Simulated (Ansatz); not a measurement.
```yaml
crystal:
  periodic: [false, false, false]
  atoms:
    - {symbol: Si, position_ang: [-0.219682, 1.578693, -0.338424]}
    - {symbol: O, position_ang: [-0.352284, 0.284665, 0.654883]}
    - {symbol: Sn, position_ang: [0.156700, -1.590339, 0.610454]}
    - {symbol: Cl, position_ang: [0.738050, -2.030968, -1.595622]}
    - {symbol: H, position_ang: [-1.069563, 1.419116, -1.549077]}
    - {symbol: H, position_ang: [-0.667886, 2.776519, 0.417228]}
    - {symbol: H, position_ang: [1.189289, 1.778680, -0.776997]}
    - {symbol: H, position_ang: [-1.230010, -2.487109, 0.991344]}
    - {symbol: H, position_ang: [1.543786, -1.775456, 1.569011]}
basis:
  gaussian: {orbitals: def2-TZVPP}
magnetization: {spin_polarized: true, initial_magnetization: 1}
hamiltonian: {xc: {name: HSE06}}
output: {forces: true}
```

```sh
$ ansatz run in.yaml --threads 4 --pin off --events-out ev --progress --plain --max-ram 10444MiB
```

It prints (some lines left out):

```
Error: a molecule whose nuclei and cores have a total charge of 66 cannot have a net charge of 0 together with 1 unpaired electrons
```

Q: What is wrong with this run?

A: The number of unpaired electrons doesn't fit the electron count. The input was rejected before any iteration.

HSE06 is defined as in plane-wave codes.
